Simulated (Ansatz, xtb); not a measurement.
## Two structures of B2Br2H4

Structure I: `[BH2-]1[Br+][BH2-][Br+]1`, a singlet. Structure II: a singlet given by its coordinates. Both are isolated molecules in the gas phase, relaxed with PBE0-D4/def2-SVP.

I (Å):

```json
{"atom": "B", "x (Å)": "-0.1017", "y (Å)": "-1.2385", "z (Å)": "-0.7388"}
{"atom": "B", "x (Å)": "0.4897", "y (Å)": "1.2254", "z (Å)": "0.3098"}
{"atom": "Br", "x (Å)": "-0.9939", "y (Å)": "0.6421", "z (Å)": "-1.0687"}
{"atom": "Br", "x (Å)": "1.7037", "y (Å)": "-0.4753", "z (Å)": "0.0355"}
{"atom": "H", "x (Å)": "-0.6924", "y (Å)": "-1.7788", "z (Å)": "0.1574"}
{"atom": "H", "x (Å)": "0.1079", "y (Å)": "-1.7744", "z (Å)": "-1.7931"}
{"atom": "H", "x (Å)": "0.0156", "y (Å)": "1.1707", "z (Å)": "1.4126"}
{"atom": "H", "x (Å)": "1.0614", "y (Å)": "2.1981", "z (Å)": "-0.1026"}
```

II (Å):

```xyz
8

B    -0.1916   -1.0032   -0.3071
B     0.5633    0.8593   -0.2852
Br   -0.1250    2.0769    1.0519
Br    1.6978   -0.7069    0.4563
H    -0.1286   -1.6773   -1.3004
H    -0.9788   -1.1842    0.5801
H    -0.4508    0.1908   -0.8218
H     1.1141    1.3073   -1.2529
```

Close contacts (Å): B1–B2 2.01, B1–Br4 2.06, B2–Br3 1.94, B2–Br4 2.07, B1–H5 1.20, B1–H6 1.20, B1–H7 1.33, B2–H7 1.33, B2–H8 1.20.

Problem. Which of the two would you expect CCSD(T)/def2-SVP + ΔMP2/def2-TZVPP electronic energies to favour?

Solution. Structure II; the calculation gives E(II) − E(I) = −7.1 kcal/mol.

The same difference at several levels:

```
                             level          geometry  E(II) − E(I) (kcal/mol)  departure from the last row (kcal/mol)  job, with rough time for the two
                  PBE0-D4/def2-SVP  PBE0-D4/def2-SVP                      −9.2                                    −2.1                optimisation, 31 s
                       HF/def2-SVP  PBE0-D4/def2-SVP                      −6.4                                    +0.7           part of the CCSD(T) run
                      MP2/def2-SVP  PBE0-D4/def2-SVP                      −9.7                                    −2.6           part of the CCSD(T) run
                  CCSD(T)/def2-SVP  PBE0-D4/def2-SVP                      −9.0                                    −1.9                      single point
CCSD(T)/def2-SVP + ΔMP2/def2-TZVPP  PBE0-D4/def2-SVP                      −7.1                                                        single point, 44 s
```

The levels shown agree on the order. The largest departure from CCSD(T)/def2-SVP + ΔMP2/def2-TZVPP is that of MP2/def2-SVP, 2.6 kcal/mol. Levels run at GFN2-xTB geometries aren't shown. The last row adds to CCSD(T) the change of the MP2 difference between the two basis sets, here +1.9 kcal/mol.

With thermal terms from frequencies at re-optimised GFN2-xTB minima (ideal gas, soft modes damped towards free rotors, one conformer each, 298.15 K, 1 atm): on the last row, ΔE + ΔZPE = −8.0, ΔH = −8.0, ΔG = −8.5 kcal/mol.

The correlated steps freeze 20 core orbitals; the filled d shell of Br is correlated, in a basis made for valence electrons. Codes used: Ansatz 0.2.0, xtb 6.7.1; the last row on 2 threads of Arm Neoverse V1 on a shared host.
